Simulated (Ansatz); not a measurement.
Ansatz results at the PBE0-D4/def2-TZVP geometry: size of the dipole moment (ωB97M-V/def2-TZVPP) 1.91 D; size of the dipole moment (PBE/def2-TZVPP) 1.82 D; ideal-gas entropy at 298 K and 1 bar (rigid rotor, harmonic PBE0-D4/def2-TZVP) 339 J/(mol·K).

Task: Which molecule gave them?
A. `BrC1(I)CO1`
B. `NB1C=N1`
C. `F[SiH2][SnH3]`
D. `B[SiH2]N=C`

Result: A. The others give `F[SiH2][SnH3]`: 1.11, 1.03, 339; `B[SiH2]N=C`: 1.27, 1.12, 326; `NB1C=N1`: 2.61, 2.54, 273.
